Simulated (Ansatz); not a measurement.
A nudged elastic band was laid between two geometries of BrH + Cl4F2W (9 atoms, charge 0, multiplicity 1).

Method: RKS PBE/def2-SVP (Ansatz 0.2.0).

| Property | Result |
| --- | --- |
| movable images | 5 |
| climbing image | yes |
| spring | 5.0 eV/Å² |
| optimiser | quadratic models (default) |
| start path | through a guess of the saddle point |
| force threshold | 0.05 eV/Å |
| iteration limit | 60 |
| end points | relaxed |

First end point:

```xyz
9
Properties=species:S:1:pos:R:3
W -0.206 -0.004 -0.357
F -0.073 0.526 1.463
Cl 2.089 0.202 -0.507
Cl -0.507 2.196 -0.956
Cl -2.478 -0.291 -0.019
F 0.049 -1.767 0.248
Cl -0.368 -0.750 -2.522
Br 2.771 1.935 2.838
H 1.471 1.355 2.631
```

Last end point:

```xyz
9
Properties=species:S:1:pos:R:3
W 0.307 0.469 -0.502
F -0.108 -0.389 3.294
Cl 2.411 0.230 -1.457
Cl -0.069 2.359 -1.765
Cl -1.770 0.643 0.484
F 0.679 -1.046 0.546
Cl -0.581 -0.919 -2.128
Br 1.316 1.852 1.336
H 0.564 0.202 3.012
```

(1) Which bonds break or form, and what moves?

(2) Give the energies along the band, and the barrier.

(3) What is the geometry of the highest image?

(4) What are the harmonic wavenumbers there?

Results:

(1) Bonds broken: W1–F2, Br8–H9. Bonds formed: W1–Br8, F2–H9. BrH + Cl4F2W becomes BrCl4FW + FH.

(2) The run converged. The highest image is number 3 of 0 to 6, 1.06 eV above the first end and 0.50 eV above the last; the last end lies 0.56 eV above the first. A vibrational analysis at the climbing image gives one clearly imaginary mode, 253i cm⁻¹: a first-order saddle point. The orbitals stay closed-shell, which can raise the energy where a bond breaks towards radicals; this wasn't checked here.

| image | path coordinate (Å) | energy (eV) | W1–F2 (Å) | Br8–H9 (Å) | W1–Br8 (Å) |
| --- | --- | --- | --- | --- | --- |
| 0 | 0.00 | 0.00 | 1.90 | 1.44 | 4.78 |
| 1 | 1.39 | 0.01 | 1.90 | 1.44 | 4.87 |
| 2 | 2.78 | 0.20 | 1.92 | 1.45 | 4.18 |
| 3 | 4.17 | 1.06 | 2.12 | 1.62 | 3.11 |
| 4 | 5.53 | 0.87 | 3.21 | 2.20 | 2.58 |
| 5 | 6.89 | 0.58 | 4.17 | 2.44 | 2.51 |
| 6 | 8.25 | 0.56 | 3.91 | 2.47 | 2.51 |

(3) 
```xyz
9
Properties=species:S:1:pos:R:3:forces:R:3
W 0.170 0.156 -0.143 0.00 0.00 -0.01
F 0.529 -0.348 1.885 0.00 0.00 0.01
Cl 2.447 -0.049 -0.270 0.00 0.00 0.00
Cl 0.226 2.162 -1.325 0.00 -0.01 0.01
Cl -1.915 0.646 0.670 0.00 0.00 0.00
F -0.092 -1.699 0.069 0.00 0.00 0.00
Cl -0.388 -0.583 -2.276 0.00 0.00 0.00
Br 0.971 2.344 1.918 0.00 0.00 0.01
H 0.800 0.773 2.292 0.00 0.00 -0.01
```

(4) 253i, 39, 78, 100, 113, 123, 167, 181, 192, 228, 234, 308, 350, 367, 382, 384, 447, 632, 727, 867, 1271 cm⁻¹.

Run time: 6.7 min on 4 threads of Intel(R) Xeon(R) Platinum 8259CL CPU @ 2.50GHz (Skylake/Cascade Lake) (shared host), peak memory 0.37 GiB.
